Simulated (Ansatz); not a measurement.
Saddle point of SiN2H10O, singlet (SiNH₅ ([NH2][SiH3]) + H₂O + NH₃ → SiH₄O ([OH][SiH3]) + NH₃ + NH₃; bonds formed: Si1–O7, N2–H8, H6–N9; bonds broken: Si1–N2, H6–O7, H8–N9), PBE0-D4/def2-TZVP structure:

```
14
angstrom
Si 0.8628 0.9456 0.2718
N 1.1291 -0.7574 0.7443
H 1.7924 0.7849 -0.9641
H -0.3071 1.0280 1.2881
H 1.6258 2.1026 0.8626
H -1.1664 0.1657 -0.7482
O -0.4737 1.2056 -0.9583
H -0.6682 -1.2429 0.1122
N -1.5630 -0.9172 -0.3151
H 1.9718 -1.1960 0.3958
H 1.0168 -0.9536 1.7316
H -0.0614 1.1951 -1.8307
H -1.9044 -1.5776 -1.0028
H -2.2545 -0.7827 0.4129
```

Energies are electronic, without zero-point energy. Barriers and step energies count from the start structure reached by relaxing down the imaginary mode; all methods use the PBE0-D4 structures, on which another method's saddle can fall below an end. Ansatz 0.2.0; basis: def2-TZVPP, with def2-QZVPP for the basis limit; cores frozen in the correlated methods. B3LYP uses VWN-RPA correlation. Extrapolation: Hartree–Fock as exp(−7.88 √X), correlation as X^−2.97.

```csv
method,barrier (kJ/mol),step energy (kJ/mol)
SPW92,6.9,-41.9
PBE-D4,58.7,-35.1
BLYP-D4,?,-32.2
r2SCAN-D4,61.4,-39.5
B97M-V,69.6,-41.3
PBE0-D4,68.8,-35.7
B3LYP-D4,84.7,-33.1
r2SCAN0-D4,69.6,-39.0
BHLYP-D4,96.0,-35.1
CAM-B3LYP-D4,82.2,-34.5
wB97X-V,?,-37.2
wB97M-V,78.6,-39.9
B2PLYP,?,-34.8
PBE-QIDH,75.0,-38.0
RPA on PBE,90.4,-37.0
HF,151.2,-30.1
MP2,78.3,-37.5
CCSD,96.1,-35.9
CCSD(T),85.6,-36.8
```

Question: Fill in the withheld barriers. (Judge from chemistry; the value comes from the calculation.)

Answer: The calculation gives: wB97X-V 82.6; B2PLYP 88.9; BLYP-D4 78.7 kJ/mol. Each is the energy of the saddle less that of the start structure, by the same method.

For comparison, the barrier by CCSD(T) at an estimated basis limit (MP2 extrapolated from triple and quadruple zeta, plus CCSD(T) − MP2 in triple zeta) is 86.2 kJ/mol.

T1 diagnostic: at most 0.011.

The step is the kind of ligand exchange by which a precursor binds to a hydroxyl group, or is hydrolysed, in atomic layer deposition of oxides.

Labels in which every atom is bracketed show which atoms are joined, not bond orders.

For scale, one of the runs: CCSD(T)/def2-TZVPP, 275 basis functions, launched by `ansatz run in.yaml --threads 8 --pin off --events-out ev --progress --plain --max-ram 19148MiB`. The run took 2.2 min on 8 CPU threads of an Arm Neoverse V1 (shared host), with 7.6 GiB of host memory at its peak.
